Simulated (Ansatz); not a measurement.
**Molecular dynamics of CH₆OSiZn**

Input file:

```yaml
crystal:
  periodic: [false, false, false]
  atoms:
    - { symbol: C, position_ang: [-0.350033, 1.161202, 0.438644] }
    - { symbol: Si, position_ang: [-0.827467, -0.297104, -0.735643] }
    - { symbol: O, position_ang: [1.173169, -0.465687, -1.474787] }
    - { symbol: Zn, position_ang: [-1.321008, -1.415379, 2.683546] }
    - { symbol: H, position_ang: [0.64241, 1.060322, 0.928213] }
    - { symbol: H, position_ang: [-1.106075, 1.190773, 1.256066] }
    - { symbol: H, position_ang: [-0.395862, 2.14109, -0.079244] }
    - { symbol: H, position_ang: [1.624255, -1.146021, -0.934833] }
    - { symbol: H, position_ang: [1.086476, -0.85976, -2.365824] }
    - { symbol: H, position_ang: [-0.442867, -1.420536, 0.286762] }
basis:
  gaussian: { orbitals: def2-SVP }
hamiltonian:
  xc: pbe
  dispersion: d4
md:
  timestep: 0.5
  n_steps: 200
  ensemble: nve
  temperature: 100.0
  initial_velocities: maxwell_boltzmann
  seed: 11839
```

Command:

```bash
$ ansatz run input.yaml --threads 2 --pin off --max-ram 3072MiB --backend cpu --events-out ev --progress --plain --runs-dir out
```

It starts at the highest image of a converged band. Of that band: The profile has 3 maxima (images 1, 4, 6) with wells between them (images 2, 5): this band takes more than one step, which may be the mechanism or a detour left from its start path. Neighbouring images differ by up to 2.0 eV, so the band resolves the path poorly. A vibrational analysis at the climbing image gives one clearly imaginary mode, 61i cm⁻¹: a first-order saddle point.

Output, in part (one step line in 7, the closing report, with atoms numbered from 0):

```
md step     0: t =     0.00 fs  T =   100.0 K  F+E_penalty+E_count = -59450.67390495 eV  E_kin = 0.103408 eV  conserved = -59450.57049695 eV  (29 SCF iters)
md step     7: t =     3.50 fs  T =    67.9 K  F+E_penalty+E_count = -59450.64025632 eV  E_kin = 0.070261 eV  conserved = -59450.56999566 eV  (30 SCF iters)
md step    14: t =     7.00 fs  T =    47.8 K  F+E_penalty+E_count = -59450.61909527 eV  E_kin = 0.049388 eV  conserved = -59450.56970695 eV  (30 SCF iters)
md step    21: t =    10.50 fs  T =    49.1 K  F+E_penalty+E_count = -59450.62054826 eV  E_kin = 0.050735 eV  conserved = -59450.56981308 eV  (30 SCF iters)
md step    28: t =    14.00 fs  T =    50.7 K  F+E_penalty+E_count = -59450.62239246 eV  E_kin = 0.052437 eV  conserved = -59450.56995569 eV  (30 SCF iters)
md step    35: t =    17.50 fs  T =    75.3 K  F+E_penalty+E_count = -59450.64823803 eV  E_kin = 0.077834 eV  conserved = -59450.57040452 eV  (30 SCF iters)
md step    42: t =    21.00 fs  T =    69.7 K  F+E_penalty+E_count = -59450.64208679 eV  E_kin = 0.072099 eV  conserved = -59450.56998787 eV  (30 SCF iters)
md step    49: t =    24.50 fs  T =    60.1 K  F+E_penalty+E_count = -59450.63180545 eV  E_kin = 0.062186 eV  conserved = -59450.56961937 eV  (30 SCF iters)
md step    56: t =    28.00 fs  T =    62.4 K  F+E_penalty+E_count = -59450.63444085 eV  E_kin = 0.064493 eV  conserved = -59450.56994778 eV  (31 SCF iters)
md step    63: t =    31.50 fs  T =    48.6 K  F+E_penalty+E_count = -59450.62026108 eV  E_kin = 0.050241 eV  conserved = -59450.57002009 eV  (31 SCF iters)
md step    70: t =    35.00 fs  T =    63.3 K  F+E_penalty+E_count = -59450.63571552 eV  E_kin = 0.065442 eV  conserved = -59450.57027348 eV  (30 SCF iters)
md step    77: t =    38.50 fs  T =    56.6 K  F+E_penalty+E_count = -59450.62848107 eV  E_kin = 0.058577 eV  conserved = -59450.56990438 eV  (31 SCF iters)
md step    84: t =    42.00 fs  T =    45.0 K  F+E_penalty+E_count = -59450.61609351 eV  E_kin = 0.046568 eV  conserved = -59450.56952540 eV  (30 SCF iters)
md step    91: t =    45.50 fs  T =    73.0 K  F+E_penalty+E_count = -59450.64561425 eV  E_kin = 0.075524 eV  conserved = -59450.57008984 eV  (29 SCF iters)
md step    98: t =    49.00 fs  T =    71.7 K  F+E_penalty+E_count = -59450.64428613 eV  E_kin = 0.074097 eV  conserved = -59450.57018933 eV  (29 SCF iters)
md step   105: t =    52.50 fs  T =    61.0 K  F+E_penalty+E_count = -59450.63323793 eV  E_kin = 0.063094 eV  conserved = -59450.57014414 eV  (30 SCF iters)
md step   112: t =    56.00 fs  T =    45.4 K  F+E_penalty+E_count = -59450.61680341 eV  E_kin = 0.046968 eV  conserved = -59450.56983577 eV  (30 SCF iters)
md step   119: t =    59.50 fs  T =    38.1 K  F+E_penalty+E_count = -59450.60892706 eV  E_kin = 0.039383 eV  conserved = -59450.56954446 eV  (31 SCF iters)
md step   126: t =    63.00 fs  T =    70.8 K  F+E_penalty+E_count = -59450.64345260 eV  E_kin = 0.073256 eV  conserved = -59450.57019641 eV  (31 SCF iters)
md step   133: t =    66.50 fs  T =    70.4 K  F+E_penalty+E_count = -59450.64310002 eV  E_kin = 0.072830 eV  conserved = -59450.57026967 eV  (31 SCF iters)
md step   140: t =    70.00 fs  T =    61.8 K  F+E_penalty+E_count = -59450.63388992 eV  E_kin = 0.063902 eV  conserved = -59450.56998758 eV  (30 SCF iters)
md step   147: t =    73.50 fs  T =    55.3 K  F+E_penalty+E_count = -59450.62695562 eV  E_kin = 0.057154 eV  conserved = -59450.56980147 eV  (30 SCF iters)
md step   154: t =    77.00 fs  T =    27.7 K  F+E_penalty+E_count = -59450.59827627 eV  E_kin = 0.028693 eV  conserved = -59450.56958349 eV  (30 SCF iters)
md step   161: t =    80.50 fs  T =    45.6 K  F+E_penalty+E_count = -59450.61734689 eV  E_kin = 0.047152 eV  conserved = -59450.57019539 eV  (30 SCF iters)
md step   168: t =    84.00 fs  T =    61.7 K  F+E_penalty+E_count = -59450.63408662 eV  E_kin = 0.063790 eV  conserved = -59450.57029702 eV  (30 SCF iters)
md step   175: t =    87.50 fs  T =    55.9 K  F+E_penalty+E_count = -59450.62765145 eV  E_kin = 0.057826 eV  conserved = -59450.56982513 eV  (30 SCF iters)
md step   182: t =    91.00 fs  T =    56.7 K  F+E_penalty+E_count = -59450.62839517 eV  E_kin = 0.058643 eV  conserved = -59450.56975266 eV  (31 SCF iters)
md step   189: t =    94.50 fs  T =    48.9 K  F+E_penalty+E_count = -59450.62034129 eV  E_kin = 0.050576 eV  conserved = -59450.56976501 eV  (30 SCF iters)
md step   196: t =    98.00 fs  T =    62.9 K  F+E_penalty+E_count = -59450.63534761 eV  E_kin = 0.065044 eV  conserved = -59450.57030344 eV  (31 SCF iters)
md step   200: t =   100.00 fs  T =    30.9 K  F+E_penalty+E_count = -59450.60147078 eV  E_kin = 0.031959 eV  conserved = -59450.56951202 eV  (30 SCF iters)
Total energy: -59450.60151474 eV, -2184.7693086016 hartree
Atom 0 at    -0.318520     1.156906     0.414399 Å, force    -0.244535    -0.297108    -0.632365 eV/Å
Atom 1 at    -0.902246    -0.234197    -0.840952 Å, force     0.314100     0.347708     0.116014 eV/Å
Atom 2 at     1.128101    -0.530863    -1.310509 Å, force     0.423263     1.119363     0.748125 eV/Å
Atom 3 at    -1.284576    -1.428051     2.676914 Å, force     0.029791     0.016295    -0.032664 eV/Å
Atom 4 at     0.470222     0.870431     1.117634 Å, force     0.399072    -0.255151     0.436316 eV/Å
Atom 5 at    -1.204996     1.387786     1.013092 Å, force    -0.458122     0.157461     0.454416 eV/Å
Atom 6 at    -0.019879     2.110680    -0.054461 Å, force    -0.006002     0.095959    -0.285970 eV/Å
Atom 7 at     1.766491    -0.383337    -0.555767 Å, force    -0.650026    -0.125037    -0.548003 eV/Å
Atom 8 at     1.228529    -1.446635    -1.563047 Å, force     0.219787    -1.131190    -0.360324 eV/Å
Atom 9 at    -0.771745    -1.418188     0.179447 Å, force    -0.027329     0.071700     0.104456 eV/Å
Dipole moment:     0.878415    -0.190655    -0.117962 e Å
```

The run went to its last step. The conserved energy stayed within 0.1 meV per atom of its start (net change 0.098 meV per atom), so the integration is sound. The temperature averaged 0.54 of the 100 K drawn at the start: a run that starts near a minimum puts about half its kinetic energy into the potential. A run of 0.1 ps of so small a system gives no equilibrium averages. The orbitals stay closed-shell, which can raise the energy where a bond breaks towards radicals; this wasn't checked here.

The step under study would form O3–H8 and break Si2–H8. These pairs go: O3–H8 0.98 → 1.00 Å, Si2–H8 2.60 → 2.69 Å. In the last frame they stand as after the step (other bonds may differ from the relaxed reactants and products). It ends as CH6OSi + Zn. Pairs count as bonded within 1.25 times the sum of covalent radii (0.12 Å more for H–H).

Last frame:

```xyz
10
Properties=species:S:1:pos:R:3
C -0.319 1.157 0.414
Si -0.902 -0.234 -0.841
O 1.128 -0.531 -1.310
Zn -1.285 -1.428 2.677
H 0.470 0.870 1.118
H -1.205 1.388 1.013
H -0.020 2.111 -0.054
H 1.766 -0.383 -0.556
H 1.228 -1.447 -1.563
H -0.772 -1.418 0.179
```

Time of the run: 7.2 min on 2 threads of Arm Neoverse V1, on a shared host, peak memory 0.15 GiB.
